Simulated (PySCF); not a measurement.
# Telling isomers of C₅H₄F₂O₂ apart by NMR

- σ from GIAO-PBE0/pcSseg-1
- GFN2-xTB structure
- run in PySCF 2.14
- one conformer, in vacuum, equivalent nuclei averaged, non-relativistic

δ = σ(ref) − σ, references computed at the same level: 1H (σ = 31.72 ppm), 13C (σ = 186.93 ppm) against TMS. Splittings of carbon signals by F and P are missing where no couplings were computed. Where no couplings were computed, multiplicities follow the n + 1 count of equivalent neighbours, and m marks all less simple cases (inequivalent or close neighbours, rings, F or P nearby). Shifts are as computed. Against solution values, carbons near 30 ppm lie about +3 ppm off and those near 130 ppm about +5 ppm. Of 1211 compounds with measured shifts, 218 miss one by over three times the rms of a fit or turn the order of signals round; such compounds aren't used in these exercises.

(1) Tabulate the signals of `O=CC1=CCC(F)(F)O1`, `C=C(CC(=O)F)C(=O)F`, `FC(F)Oc1ccoc1` and their relative energies.

(2) What is the quickest way to tell O=CC1=CCC(F)(F)O1 from C=C(CC(=O)F)C(=O)F?

(3) What is the quickest way to tell C=C(CC(=O)F)C(=O)F from FC(F)Oc1ccoc1?

(4) What is the quickest way to tell O=CC1=CCC(F)(F)O1 from FC(F)Oc1ccoc1?

## Answers

(1) 
```tsv
SMILES	carbon types	δC	δH	E rel. (kcal/mol)
O=CC1=CCC(F)(F)O1	2×C 2×CH 1×CH2	187.0, 160.4, 140.6, 118.4, 45.8	9.71 (s, 1H), 6.38 (m, 1H), 3.43 (m, 2H)	17.4
C=C(CC(=O)F)C(=O)F	3×C 2×CH2	171.5, 165.7, 151.2, 134.0, 34.6	7.55 (m, 1H), 6.83 (m, 1H), 3.76 (m, 2H)	0.0
FC(F)Oc1ccoc1	1×C 4×CH	151.2, 146.3, 133.7, 123.7, 107.8	7.60 (m, 1H), 7.42 (m, 1H), 6.75 (m, 1H), 6.53 (m, 1H)	25.8
```

Energies are electronic energies at PBE0/pcSseg-1 on these geometries, without zero-point or thermal terms, each for the one conformer computed, which needn't be the lowest.

(2) Both give the same number of carbon signals, but DEPT or the intensities differ. The first has an aldehyde carbonyl carbon (CH) at 187.0 ppm, the second a β carbon of a C=C–C=O unit (CH2) at 151.2 ppm. Their most deshielded carbons lie at 187.0 and 171.5 ppm. In the proton spectra the most deshielded non-exchanging signals are 9.71 (s, 1H) and 7.55 (m, 1H).

(3) Both give the same number of carbon signals, but DEPT or the intensities differ. The first has a β carbon of a C=C–C=O unit (CH2) at 151.2 ppm, the second an aromatic CH next to the ring oxygen at 146.3 ppm. Their most deshielded carbons lie at 171.5 and 151.2 ppm.

(4) Both give the same number of carbon signals, but DEPT or the intensities differ. The first has an allylic sp3 CH2 at 45.8 ppm, the second an aromatic CH next to the ring oxygen at 146.3 ppm. Their most deshielded carbons lie at 187.0 and 151.2 ppm. In the proton spectra the most deshielded non-exchanging signals are 9.71 (s, 1H) and 7.60 (m, 1H).
